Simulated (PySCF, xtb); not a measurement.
C3H5BO, SMILES C#CB(C)O.

Coordinates come from a PBE-D3(BJ)/def2-SVP optimisation. This is a generated structure with no PubChem entry under its InChIKey; it may be hypothetical. The values are those of a single conformer.

The numbers are results of C-PCM-PBE0/def2-SVP (PySCF), not measurements.

The values are the electrostatic part of the solvation free energy, E(continuum) − E(gas) at the gas-phase geometry, in a cavity of scaled van der Waals radii (PySCF's table); cavitation and dispersion terms are not included. In vacuum the orbital gap is 7.20 eV. The dipole moment in vacuum is 1.52 D.

| solvent | ε | ΔG(elec) (kcal/mol) | dipole (D) | gap (eV) |
|---|---|---|---|---|
| water | 78.36 | -5.3 | 1.90 | 7.24 |
| 1-octanol | 9.86 | -4.8 | 1.86 | 7.24 |
| methanol | 32.61 | -5.2 | 1.89 | 7.24 |

For comparison, GFN2-xTB/ALPB(water) (xtb, at the GFN2-xTB geometry, all terms of that model) gives -4.5 kcal/mol.
